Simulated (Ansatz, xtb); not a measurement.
# Relative energy of two isomers of C5H9F2+

Structure X: `C[C+](C)C(C)(F)F`, a singlet. Structure Y: `C[C+](C)CC(F)F`, a singlet. Both are isolated ions in the gas phase, relaxed with r2SCAN-D4/def2-SVP; the shapes shown needn't be the lowest conformers.

X (Å):

```yaml
atoms:
  - { symbol: C, position_ang: [-2.6535, 0.1829, 0.6737] }
  - { symbol: C, position_ang: [-1.3967, 0.4815, 1.3176] }
  - { symbol: C, position_ang: [-1.2740, 1.2756, 2.5165] }
  - { symbol: C, position_ang: [-0.1382, -0.1416, 0.7448] }
  - { symbol: C, position_ang: [0.4766, 0.8032, -0.2717] }
  - { symbol: F, position_ang: [0.7273, -0.3841, 1.7558] }
  - { symbol: F, position_ang: [-0.4596, -1.3215, 0.1666] }
  - { symbol: H, position_ang: [-2.8749, -0.8509, 1.0466] }
  - { symbol: H, position_ang: [-2.5559, 0.0110, -0.4112] }
  - { symbol: H, position_ang: [-3.4866, 0.8417, 0.9470] }
  - { symbol: H, position_ang: [-1.1908, 0.4917, 3.3139] }
  - { symbol: H, position_ang: [-0.3010, 1.7868, 2.6034] }
  - { symbol: H, position_ang: [-2.1358, 1.9148, 2.7434] }
  - { symbol: H, position_ang: [0.7777, 1.7540, 0.1878] }
  - { symbol: H, position_ang: [1.3778, 0.2837, -0.6382] }
  - { symbol: H, position_ang: [-0.1983, 0.9828, -1.1191] }
```

Y (Å):

```xyz
16

C     0.6930   -0.1592    0.3014
C     0.5232   -1.5371   -0.1171
C     0.4886   -2.6183    0.8544
C     0.2674   -1.8378   -1.5319
C    -1.2761   -1.7724   -1.7969
F    -1.7302   -0.5436   -1.4815
F    -1.9043   -2.6737   -1.0231
H     1.2057    0.4749   -0.4373
H    -0.3666    0.2087    0.2879
H     1.0694   -0.0317    1.3249
H     1.5298   -3.0231    0.8426
H    -0.1508   -3.4571    0.5388
H     0.2986   -2.2868    1.8848
H     0.7339   -1.1081   -2.2099
H     0.5722   -2.8639   -1.7923
H    -1.4779   -1.9805   -2.8619
```

Quicker runs give these differences E(Y) − E(X): GFN2-xTB −41.0 kJ/mol; HF/STO-3G −27.3 kJ/mol (at GFN2-xTB geometries); r2SCAN-D4/def2-SVP//GFN2-xTB −23.8 kJ/mol.

Question: Estimate E(Y) − E(X) at the level CCSD(T)/def2-SVP + ΔMP2/def2-TZVPP.

Answer: Calculated at CCSD(T)/def2-SVP + ΔMP2/def2-TZVPP: E(Y) − E(X) = −27.1 kJ/mol, so structure Y lies lower.

How the difference moves with the method:

```json
{"level": "GFN2-xTB", "geometry": "GFN2-xTB", "E(Y) − E(X) (kJ/mol)": "−41.0", "departure from the last row (kJ/mol)": "−13.9", "job, with rough time for the two": "optimisation, 0.2 s"}
{"level": "HF/STO-3G", "geometry": "GFN2-xTB", "E(Y) − E(X) (kJ/mol)": "−27.3", "departure from the last row (kJ/mol)": "−0.2", "job, with rough time for the two": "single point, 0.38 s"}
{"level": "r2SCAN-D4/def2-SVP//GFN2-xTB", "geometry": "GFN2-xTB", "E(Y) − E(X) (kJ/mol)": "−23.8", "departure from the last row (kJ/mol)": "+3.3", "job, with rough time for the two": "single point, 3.9 s"}
{"level": "r2SCAN-D4/def2-SVP", "geometry": "r2SCAN-D4/def2-SVP", "E(Y) − E(X) (kJ/mol)": "−24.4", "departure from the last row (kJ/mol)": "+2.8", "job, with rough time for the two": "optimisation, 1.9 min"}
{"level": "HF/def2-SVP", "geometry": "r2SCAN-D4/def2-SVP", "E(Y) − E(X) (kJ/mol)": "−31.4", "departure from the last row (kJ/mol)": "−4.2", "job, with rough time for the two": "part of the CCSD(T) run"}
{"level": "MP2/def2-SVP", "geometry": "r2SCAN-D4/def2-SVP", "E(Y) − E(X) (kJ/mol)": "−28.5", "departure from the last row (kJ/mol)": "−1.4", "job, with rough time for the two": "part of the CCSD(T) run"}
{"level": "CCSD(T)/def2-SVP", "geometry": "r2SCAN-D4/def2-SVP", "E(Y) − E(X) (kJ/mol)": "−28.4", "departure from the last row (kJ/mol)": "−1.3", "job, with rough time for the two": "single point"}
{"level": "CCSD(T)/def2-SVP + ΔMP2/def2-TZVPP", "geometry": "r2SCAN-D4/def2-SVP", "E(Y) − E(X) (kJ/mol)": "−27.1", "departure from the last row (kJ/mol)": "", "job, with rough time for the two": "single point, 84 s"}
```

As drawn, both hold the same kinds of bond in the same numbers. Structure X has 3 methyl groups, Y 2.

The levels shown agree on the order. The largest departure from CCSD(T)/def2-SVP + ΔMP2/def2-TZVPP is that of GFN2-xTB, 13.9 kJ/mol. The last row adds to CCSD(T) the change of the MP2 difference between the two basis sets, here +1.3 kJ/mol.

With thermal terms from frequencies at re-optimised GFN2-xTB minima (ideal gas, soft modes damped towards free rotors, one conformer each, 298.15 K, 1 atm): on the last row, ΔE + ΔZPE = −20.8, ΔH = −22.6, ΔG = −19.8 kJ/mol.

The correlated steps freeze 7 core orbitals. Codes used: Ansatz 0.2.0, xtb 6.7.1; the last row on 4 threads of Arm Neoverse V1 on a shared host.
